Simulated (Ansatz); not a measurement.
Molecular dynamics of AlH7OSn

The input (input.yaml):

```yaml
crystal:
  periodic: [false, false, false]
  atoms:
    - { symbol: Sn, position_ang: [-0.022775, 0.145446, -0.197731] }
    - { symbol: H, position_ang: [-0.083388, -1.101089, 1.482189] }
    - { symbol: H, position_ang: [0.864807, 1.261341, 0.751704] }
    - { symbol: H, position_ang: [-0.888051, 1.046893, -1.391861] }
    - { symbol: H, position_ang: [0.881391, -1.066381, -1.00039] }
    - { symbol: O, position_ang: [-1.95055, -0.559043, 0.552079] }
    - { symbol: Al, position_ang: [-3.659265, -0.749547, 0.354649] }
    - { symbol: H, position_ang: [-4.347972, -1.91496, 1.175912] }
    - { symbol: H, position_ang: [-4.429825, 0.229626, -0.6218] }
    - { symbol: H, position_ang: [-1.097974, -1.030486, 1.262447] }
basis:
  gaussian: { orbitals: def2-SVP }
hamiltonian:
  xc: pbe0
md:
  timestep: 0.5
  n_steps: 200
  ensemble: nve
  temperature: 100.0
  initial_velocities: maxwell_boltzmann
  seed: 6912
```

Run as:

```bash
$ ansatz run input.yaml --threads 2 --pin off --max-ram 3072MiB --backend cpu --events-out ev --progress --plain --runs-dir out
```

It starts at the highest image of a converged band. Of that band: Neighbouring images differ by up to 1.4 eV, so the band resolves the path poorly. A vibrational analysis at the climbing image gives one clearly imaginary mode, 1305i cm⁻¹: a first-order saddle point.

Output, in part (one step line in 4, the closing report, with atoms numbered from 0):

```
md step     0: t =     0.00 fs  T =   100.0 K  F+E_penalty+E_count = -14578.61714463 eV  E_kin = 0.103408 eV  conserved = -14578.51373663 eV  (24 SCF iters)
md step     4: t =     2.00 fs  T =    84.3 K  F+E_penalty+E_count = -14578.60083813 eV  E_kin = 0.087207 eV  conserved = -14578.51363116 eV  (24 SCF iters)
md step     8: t =     4.00 fs  T =    61.6 K  F+E_penalty+E_count = -14578.57713692 eV  E_kin = 0.063669 eV  conserved = -14578.51346819 eV  (23 SCF iters)
md step    12: t =     6.00 fs  T =    65.7 K  F+E_penalty+E_count = -14578.58147872 eV  E_kin = 0.067954 eV  conserved = -14578.51352453 eV  (24 SCF iters)
md step    16: t =     8.00 fs  T =    87.4 K  F+E_penalty+E_count = -14578.60399910 eV  E_kin = 0.090372 eV  conserved = -14578.51362678 eV  (24 SCF iters)
md step    20: t =    10.00 fs  T =   106.4 K  F+E_penalty+E_count = -14578.62356935 eV  E_kin = 0.110027 eV  conserved = -14578.51354227 eV  (24 SCF iters)
md step    24: t =    12.00 fs  T =   141.0 K  F+E_penalty+E_count = -14578.65915352 eV  E_kin = 0.145760 eV  conserved = -14578.51339302 eV  (23 SCF iters)
md step    28: t =    14.00 fs  T =   223.0 K  F+E_penalty+E_count = -14578.74412622 eV  E_kin = 0.230644 eV  conserved = -14578.51348238 eV  (23 SCF iters)
md step    32: t =    16.00 fs  T =   343.2 K  F+E_penalty+E_count = -14578.86846356 eV  E_kin = 0.354863 eV  conserved = -14578.51360095 eV  (24 SCF iters)
md step    36: t =    18.00 fs  T =   479.7 K  F+E_penalty+E_count = -14579.00984305 eV  E_kin = 0.496080 eV  conserved = -14578.51376308 eV  (29 SCF iters)
md step    40: t =    20.00 fs  T =   603.7 K  F+E_penalty+E_count = -14579.13792193 eV  E_kin = 0.624277 eV  conserved = -14578.51364531 eV  (25 SCF iters)
md step    44: t =    22.00 fs  T =   730.9 K  F+E_penalty+E_count = -14579.26952426 eV  E_kin = 0.755860 eV  conserved = -14578.51366470 eV  (29 SCF iters)
md step    48: t =    24.00 fs  T =   855.9 K  F+E_penalty+E_count = -14579.39883510 eV  E_kin = 0.885031 eV  conserved = -14578.51380405 eV  (29 SCF iters)
md step    52: t =    26.00 fs  T =   951.6 K  F+E_penalty+E_count = -14579.49791309 eV  E_kin = 0.984052 eV  conserved = -14578.51386102 eV  (29 SCF iters)
md step    56: t =    28.00 fs  T =  1008.8 K  F+E_penalty+E_count = -14579.55684985 eV  E_kin = 1.043183 eV  conserved = -14578.51366716 eV  (29 SCF iters)
md step    60: t =    30.00 fs  T =  1057.6 K  F+E_penalty+E_count = -14579.60729551 eV  E_kin = 1.093618 eV  conserved = -14578.51367745 eV  (29 SCF iters)
md step    64: t =    32.00 fs  T =  1105.1 K  F+E_penalty+E_count = -14579.65646227 eV  E_kin = 1.142813 eV  conserved = -14578.51364926 eV  (29 SCF iters)
md step    68: t =    34.00 fs  T =  1145.6 K  F+E_penalty+E_count = -14579.69851159 eV  E_kin = 1.184616 eV  conserved = -14578.51389561 eV  (29 SCF iters)
md step    72: t =    36.00 fs  T =  1147.8 K  F+E_penalty+E_count = -14579.70052095 eV  E_kin = 1.186871 eV  conserved = -14578.51364961 eV  (28 SCF iters)
md step    76: t =    38.00 fs  T =  1144.0 K  F+E_penalty+E_count = -14579.69666482 eV  E_kin = 1.182993 eV  conserved = -14578.51367186 eV  (28 SCF iters)
md step    80: t =    40.00 fs  T =  1149.4 K  F+E_penalty+E_count = -14579.70212336 eV  E_kin = 1.188581 eV  conserved = -14578.51354189 eV  (28 SCF iters)
md step    84: t =    42.00 fs  T =  1168.2 K  F+E_penalty+E_count = -14579.72189869 eV  E_kin = 1.208010 eV  conserved = -14578.51388866 eV  (28 SCF iters)
md step    88: t =    44.00 fs  T =  1152.5 K  F+E_penalty+E_count = -14579.70545098 eV  E_kin = 1.191767 eV  conserved = -14578.51368356 eV  (28 SCF iters)
md step    92: t =    46.00 fs  T =  1120.0 K  F+E_penalty+E_count = -14579.67191846 eV  E_kin = 1.158150 eV  conserved = -14578.51376876 eV  (23 SCF iters)
md step    96: t =    48.00 fs  T =  1075.9 K  F+E_penalty+E_count = -14579.62616874 eV  E_kin = 1.112610 eV  conserved = -14578.51355855 eV  (23 SCF iters)
md step   100: t =    50.00 fs  T =  1042.0 K  F+E_penalty+E_count = -14579.59129850 eV  E_kin = 1.077518 eV  conserved = -14578.51378052 eV  (23 SCF iters)
md step   104: t =    52.00 fs  T =   991.1 K  F+E_penalty+E_count = -14579.53851660 eV  E_kin = 1.024849 eV  conserved = -14578.51366767 eV  (22 SCF iters)
md step   108: t =    54.00 fs  T =   935.0 K  F+E_penalty+E_count = -14579.48052157 eV  E_kin = 0.966907 eV  conserved = -14578.51361480 eV  (22 SCF iters)
md step   112: t =    56.00 fs  T =   900.0 K  F+E_penalty+E_count = -14579.44409003 eV  E_kin = 0.930633 eV  conserved = -14578.51345674 eV  (22 SCF iters)
md step   116: t =    58.00 fs  T =   909.5 K  F+E_penalty+E_count = -14579.45414269 eV  E_kin = 0.940521 eV  conserved = -14578.51362161 eV  (22 SCF iters)
md step   120: t =    60.00 fs  T =   931.5 K  F+E_penalty+E_count = -14579.47693317 eV  E_kin = 0.963201 eV  conserved = -14578.51373237 eV  (22 SCF iters)
md step   124: t =    62.00 fs  T =   942.0 K  F+E_penalty+E_count = -14579.48769910 eV  E_kin = 0.974083 eV  conserved = -14578.51361592 eV  (22 SCF iters)
md step   128: t =    64.00 fs  T =   961.0 K  F+E_penalty+E_count = -14579.50736756 eV  E_kin = 0.993765 eV  conserved = -14578.51360218 eV  (23 SCF iters)
md step   132: t =    66.00 fs  T =  1002.3 K  F+E_penalty+E_count = -14579.55003733 eV  E_kin = 1.036504 eV  conserved = -14578.51353372 eV  (24 SCF iters)
md step   136: t =    68.00 fs  T =  1064.3 K  F+E_penalty+E_count = -14579.61436248 eV  E_kin = 1.100541 eV  conserved = -14578.51382110 eV  (22 SCF iters)
md step   140: t =    70.00 fs  T =  1102.3 K  F+E_penalty+E_count = -14579.65354272 eV  E_kin = 1.139843 eV  conserved = -14578.51369983 eV  (22 SCF iters)
md step   144: t =    72.00 fs  T =  1122.4 K  F+E_penalty+E_count = -14579.67437553 eV  E_kin = 1.160602 eV  conserved = -14578.51377372 eV  (22 SCF iters)
md step   148: t =    74.00 fs  T =  1130.6 K  F+E_penalty+E_count = -14579.68268146 eV  E_kin = 1.169106 eV  conserved = -14578.51357497 eV  (23 SCF iters)
md step   152: t =    76.00 fs  T =  1144.2 K  F+E_penalty+E_count = -14579.69710399 eV  E_kin = 1.183223 eV  conserved = -14578.51388142 eV  (22 SCF iters)
md step   156: t =    78.00 fs  T =  1123.9 K  F+E_penalty+E_count = -14579.67582161 eV  E_kin = 1.162169 eV  conserved = -14578.51365219 eV  (22 SCF iters)
md step   160: t =    80.00 fs  T =  1091.2 K  F+E_penalty+E_count = -14579.64210981 eV  E_kin = 1.128410 eV  conserved = -14578.51369946 eV  (22 SCF iters)
md step   164: t =    82.00 fs  T =  1059.8 K  F+E_penalty+E_count = -14579.60936655 eV  E_kin = 1.095887 eV  conserved = -14578.51347941 eV  (24 SCF iters)
md step   168: t =    84.00 fs  T =  1055.9 K  F+E_penalty+E_count = -14579.60561168 eV  E_kin = 1.091868 eV  conserved = -14578.51374329 eV  (22 SCF iters)
md step   172: t =    86.00 fs  T =  1043.8 K  F+E_penalty+E_count = -14579.59305975 eV  E_kin = 1.079340 eV  conserved = -14578.51371973 eV  (23 SCF iters)
md step   176: t =    88.00 fs  T =  1012.7 K  F+E_penalty+E_count = -14579.56092221 eV  E_kin = 1.047195 eV  conserved = -14578.51372679 eV  (29 SCF iters)
md step   180: t =    90.00 fs  T =   971.6 K  F+E_penalty+E_count = -14579.51824940 eV  E_kin = 1.004706 eV  conserved = -14578.51354320 eV  (21 SCF iters)
md step   184: t =    92.00 fs  T =   950.7 K  F+E_penalty+E_count = -14579.49674229 eV  E_kin = 0.983075 eV  conserved = -14578.51366769 eV  (23 SCF iters)
md step   188: t =    94.00 fs  T =   930.1 K  F+E_penalty+E_count = -14579.47562995 eV  E_kin = 0.961827 eV  conserved = -14578.51380252 eV  (29 SCF iters)
md step   192: t =    96.00 fs  T =   883.2 K  F+E_penalty+E_count = -14579.42697379 eV  E_kin = 0.913305 eV  conserved = -14578.51366888 eV  (29 SCF iters)
md step   196: t =    98.00 fs  T =   827.9 K  F+E_penalty+E_count = -14579.36969549 eV  E_kin = 0.856090 eV  conserved = -14578.51360561 eV  (23 SCF iters)
md step   200: t =   100.00 fs  T =   787.2 K  F+E_penalty+E_count = -14579.32749054 eV  E_kin = 0.814015 eV  conserved = -14578.51347523 eV  (25 SCF iters)
Total energy: -14579.32753863 eV, -535.7804048216 hartree
Atom 0 at    -0.047845     0.167224    -0.210437 Å, force    -2.259692    -1.164526     0.276431 eV/Å
Atom 1 at     2.678332    -4.500032     6.210487 Å, force     0.517027     0.146398     0.032564 eV/Å
Atom 2 at    -0.024098     1.168974     1.174036 Å, force     0.168605    -0.046738     0.076165 eV/Å
Atom 3 at     0.570718     1.008177    -1.555081 Å, force    -0.196245     0.013434    -0.221340 eV/Å
Atom 4 at     0.734080    -1.408290    -0.059318 Å, force    -0.298574     0.638721    -0.000137 eV/Å
Atom 5 at    -2.149402    -0.244398    -0.346368 Å, force     0.258690     0.045211     0.999098 eV/Å
Atom 6 at    -3.669656    -0.737836     0.495980 Å, force     2.270300     0.545809    -1.205583 eV/Å
Atom 7 at    -3.580417    -2.013119     1.411037 Å, force    -0.010723    -0.183041     0.191937 eV/Å
Atom 8 at    -5.054476     0.000270     0.284667 Å, force     0.067647     0.151053    -0.116498 eV/Å
Atom 9 at     1.961596    -4.703253     6.165862 Å, force    -0.517033    -0.146321    -0.032638 eV/Å
Dipole moment:     0.448097     0.136183     0.044413 e Å
```

All steps were run. The conserved energy stayed within 0.036 meV per atom of its start (net change 0.026 meV per atom), so the integration is sound. The kinetic energy rose, since the run started high on the potential surface and went downhill. It ends in pieces (AlH5OSn + H2), so much of that is their flight and rotation, not heat. A run of 0.1 ps of so small a system gives no equilibrium averages. The orbitals stay closed-shell, which can raise the energy where a bond breaks towards radicals; this wasn't checked here.

Between its relaxed ends the band would form Sn1–O6, H2–H10 and break Sn1–H2, O6–H10. These pairs go: Sn1–O6 2.19 → 2.15 Å, H2–H10 1.04 → 0.75 Å, Sn1–H2 2.09 → 8.39 Å, O6–H10 1.21 → 8.90 Å. In the last frame they stand as after the step (other bonds may differ from the relaxed reactants and products). It ends as AlH5OSn + H2. Pairs count as bonded within 1.25 times the sum of covalent radii (0.12 Å more for H–H).

Last frame:

```xyz
10
Properties=species:S:1:pos:R:3
Sn -0.048 0.167 -0.210
H 2.678 -4.500 6.210
H -0.024 1.169 1.174
H 0.571 1.008 -1.555
H 0.734 -1.408 -0.059
O -2.149 -0.244 -0.346
Al -3.670 -0.738 0.496
H -3.580 -2.013 1.411
H -5.054 0.000 0.285
H 1.962 -4.703 6.166
```

Run time: 7.6 min on 2 threads of Arm Neoverse V1, on a shared host, peak memory 0.2 GiB.
